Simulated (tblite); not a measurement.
C₁₁H₇F.
SMILES with atom numbers: `[CH:1]#[C:2][c:3]1[cH:4][c:5]([F:6])[cH:7][c:8]2[c:9]1[CH2:10][CH:11]=[CH:12]2` (hydrogens: H13 on C1; H14 on C4; H15 on C7; H16, H17 on C10; H18 on C11; H19 on C12)

Computed with GFN2-xTB (tblite), gas phase: L-BFGS steps from a force-field or distance-geometry start until the largest atomic force falls under 0.01 eV/Å.

Step 0: E = -864.3635 eV
```
atom  x, y, z in Å  |  force x, y, z in eV/Å
C1      3.3916   -1.2817    0.2278   -1.288   0.870  -0.096
C2      2.3898   -0.5881    0.1552    1.451  -1.140   0.140
C3      1.2131    0.2109    0.0807    0.234  -0.818  -0.072
C4      1.3494    1.5940    0.0632    0.416   0.300   0.148
C5      0.2311    2.4188   -0.0039    0.909  -0.408  -0.078
F6      0.4462    3.7569   -0.0143   -0.332  -0.240   0.009
C7     -1.0283    1.8657   -0.0922    0.078   1.148   0.084
C8     -1.1315    0.4979   -0.0762   -1.839  -0.671  -0.158
C9     -0.0603   -0.3688    0.0011    1.036   0.356   0.158
C10    -0.5404   -1.7789   -0.0111   -0.375  -0.336  -0.178
C11    -2.0282   -1.6156   -0.1174   -0.082  -0.424  -0.052
C12    -2.3459   -0.3317   -0.1492   -0.773   1.053  -0.052
H13     4.2672   -1.8856    0.2881   -0.499   0.363  -0.039
H14     2.3631    1.9966    0.1311   -0.481   0.056  -0.055
H15    -1.8617    2.5423   -0.1487   -0.320  -0.127  -0.034
H16    -0.3587   -2.2996    0.9348    0.515  -0.143  -0.356
H17    -0.1913   -2.3182   -0.9054    0.259  -0.097   0.575
H18    -2.7372   -2.4384   -0.1536    0.401   0.178   0.019
H19    -3.3778    0.0328   -0.2173    0.690   0.082   0.040
```

Problem. Estimate the geometry and energy of step 1. (The exact step hangs on the optimiser's Hessian estimate; all steps are aligned on step 0, rigid shifts and turns removed.)

Solution. E = -864.4052 eV, largest force 4.308 eV/Å
```
atom  x, y, z in Å  |  force x, y, z in eV/Å
C1      3.3732   -1.2693    0.2264    3.530  -2.457   0.249
C2      2.4105   -0.6044    0.1572   -3.426   2.196  -0.215
C3      1.2164    0.1992    0.0796    0.828  -0.183  -0.013
C4      1.3553    1.5983    0.0653    0.307  -0.596   0.114
C5      0.2441    2.4129   -0.0051    0.294  -0.163  -0.080
F6      0.4415    3.7535   -0.0142   -0.205  -0.165   0.009
C7     -1.0272    1.8821   -0.0910    0.059  -0.428   0.080
C8     -1.1578    0.4883   -0.0784   -0.222   0.686  -0.050
C9     -0.0455   -0.3637    0.0033   -0.440   0.030   0.022
C10    -0.5458   -1.7837   -0.0137   -0.139   0.112  -0.006
C11    -2.0293   -1.6217   -0.1181   -0.171   0.827  -0.067
C12    -2.3570   -0.3166   -0.1500   -0.034  -0.643   0.003
H13     4.2600   -1.8804    0.2875   -0.811   0.585  -0.059
H14     2.3562    1.9974    0.1303   -0.089   0.181  -0.024
H15    -1.8662    2.5405   -0.1492   -0.371   0.118  -0.036
H16    -0.3513   -2.3016    0.9297    0.456  -0.160  -0.299
H17    -0.1876   -2.3196   -0.8971    0.276  -0.187   0.372
H18    -2.7315   -2.4359   -0.1533    0.166  -0.071   0.005
H19    -3.3679    0.0340   -0.2167   -0.007   0.318  -0.005
```

The energy changes by -0.0417 eV. The first-order estimate −F·Δx gives -0.2698 eV and the mean of the old and new forces, exact on a quadratic surface, -0.0359 eV. The step makes an angle of 0° with the force vector and moves no atom by more than 0.028 Å.

What follows is the cost of the whole relaxation. On Arm Neoverse V1, one thread, no GPU (shared host), this took 0.32 s.
